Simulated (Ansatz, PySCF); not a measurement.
Reaction (SMILES): F[SiH2][SiH2-] → F[SiH-][SiH3]
Geometries: B3LYP-D3(BJ)/def2-TZVP minima from Ansatz (a first-principles code), one conformer each, not searched for the lowest. Frequencies are from Ansatz or PySCF.

Wanted: isomerisation energy (enthalpy at 298 K, with B3LYP-D3(BJ) rigid-rotor harmonic-oscillator terms), in kcal/mol. Cores are frozen in the correlated levels unless marked. No spin-orbit coupling. Non-relativistic. Anions need diffuse functions: aug- sets have them; def2-D sets add few; the other sets have none. CBS(X,Y): correlation extrapolated as X^-3; Hartree-Fock from the larger set.

| level | program | isomerisation energy (kcal/mol) |
|---|---|---|
| HF/aug-cc-pV(T+d)Z | Ansatz | 6.2 |

Task: What does CCSD(T)/CBS(aug-cc-pV(T+d)Z,aug-cc-pV(Q+d)Z) (Ansatz) give?

Result: 7.2 kcal/mol
